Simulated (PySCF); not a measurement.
Structure problem from calculated spectra and properties.

Elements present: C, H, N and S. Monoisotopic mass: 136.0095 u.

| Item | Value |
| --- | --- |
| Rotational structure | rotational constants A, B, C: 3.869, 1.250, 0.945 GHz [GFN2-xTB] |
| UV, strongest line | among the 8 lowest singlet transitions: S6 at 6.46 eV (192 nm, f = 0.463) [TDDFT CAM-B3LYP/def2-SVPD] |
| Triplet | lowest triplet excitation (Tamm–Dancoff): 2.65 eV [TDA CAM-B3LYP/def2-SVPD] |
| UV, first state | lowest singlet excitation: 4.17 eV (297 nm, f = 0.058) [TDDFT CAM-B3LYP/def2-SVPD] |
| 13C NMR | chemical shifts (computed TMS as zero) by class: 158.2 (2 C), 134.7 (2 C), 128.0 (2 C) ppm [GIAO PBE0/pcSseg-1] |
| NMR, other nuclei | isotropic shieldings of nuclei other than C and H, by class: -121 (2 N), -30 (1 S) ppm [GIAO PBE0/pcSseg-1] |
| Polarisability | 99.1 au [CAM-B3LYP/def2-SVPD] |
| Dipole | 1.81 D [CAM-B3LYP/def2-SVPD] |

The electronic properties come from PySCF, for the isolated species, density fitting. Levels stand in brackets. Isolated species at its GFN2-xTB geometry, gas phase. Each NMR value is the plain mean over a class of atoms that symmetry, rotation or inversion makes alike.

Q: Which formula fits the mass and the elements?

A: C6H4N2S (calculated 136.0095). No other formula that holds each of these elements comes within 0.0003 u with a fitting electron parity and a possible valence count.

Q: Give a SMILES that accounts for the data.

A: Numbering: `[cH:1]1[cH:2][cH:3][c:4]2[n:5][s:6][n:7][c:8]2[cH:9]1`. Its formula, C6H4N2S, gives 6 degrees of unsaturation: 2 rings and 4 π bonds in the structure found (Kekulé form). 6 carbons fall into 3 classes; from least to most shielded: ring-fusion aromatic carbon [C4/C8] (158.2 ppm, 2 C), aromatic CH carbon [C1/C2] (134.7 ppm, 2 C), aromatic CH carbon [C3/C9] (128.0 ppm, 2 C). The other shieldings belong to: -121 ppm, pyridine-type nitrogen [N5/N7]; -30 ppm, ring sulfur [S6]. S1 is mainly HOMO→LUMO (weight 0.98); the largest Löwdin shares of the orbital it empties are 0.19 on each of 2 atoms of one kind (aromatic CH carbon) and 0.12 on each of 2 atoms of one kind (pyridine-type nitrogen), of the orbital it fills 0.24 on the ring sulfur and 0.16 on each of 2 atoms of one kind (pyridine-type nitrogen). The optimised geometry has point group C2v and is an asymmetric top. Structure: 2,1,3-benzothiadiazole (`c1ccc2nsnc2c1`). Computed isomers that give other values at the same levels: `[H]/N=C\c1ccc(C#N)s1` (rotational constant A: 4.109 GHz; this holds for the one conformer computed). The assignments are read from this structure; whether some other isomer fits the data as well wasn't checked.
